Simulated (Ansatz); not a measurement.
Geometry optimisation, RKS PBE/def2-SVP in Ansatz 0.2.0.

Input file:

```yaml
crystal:
  periodic: [false, false, false]
  atoms:
    - { symbol: B, position_ang: [0.246621, 0.582988, -0.178353] }
    - { symbol: Cl, position_ang: [-0.244905, -0.591104, 2.610901] }
    - { symbol: Cl, position_ang: [1.662346, -0.343608, -0.631748] }
    - { symbol: H, position_ang: [-0.869913, 0.164388, -0.385197] }
    - { symbol: S, position_ang: [0.371498, 2.330647, 0.448846] }
    - { symbol: H, position_ang: [1.733803, 2.384504, 0.507037] }
    - { symbol: H, position_ang: [-0.046849, 0.724385, 2.446915] }
basis:
  gaussian: { orbitals: def2-SVP }
hamiltonian:
  xc: pbe
relax:
  f_tol: 0.03
  max_steps: 50
output:
  orbitals: {}
```

Launched with:

```bash
$ ansatz run input.yaml --threads 2 --pin off --max-ram 3072MiB --backend cpu --events-out ev --progress --plain --runs-dir out
```

Task: Where does it end, and by what steps?

Result: The run converged. After 9 steps the energy has fallen by 0.094 eV; Cl2 moved furthest, 0.50 Å.

| step | energy less start (eV) | largest force component (eV/Å) | accepted |
| --- | --- | --- | --- |
| 0 | 0.0000 | 0.859 | yes |
| 1 | -0.0417 | 0.978 | yes |
| 2 | -0.0517 | 0.931 | yes |
| 3 | -0.0722 | 0.747 | yes |
| 4 | -0.0837 | 0.453 | yes |
| 5 | -0.0772 | 0.174 | no |
| 6 | -0.0912 | 0.225 | yes |
| 7 | -0.0934 | 0.044 | yes |
| 8 | -0.0942 | 0.042 | yes |
| 9 | -0.0943 | 0.020 | yes |

```xyz
7
Properties=species:S:1:pos:R:3
B 0.269 0.627 -0.362
Cl -0.236 -0.464 3.095
Cl 1.693 -0.268 -0.855
H -0.835 0.206 -0.619
S 0.348 2.205 0.506
H 1.707 2.288 0.612
H -0.093 0.658 2.442
```

Whether the end is a true minimum wasn't checked by a vibrational analysis.

Run time: 17 s on 2 threads of Intel(R) Xeon(R) Platinum 8259CL CPU @ 2.50GHz (Skylake/Cascade Lake) (shared host), peak memory 0.14 GiB.
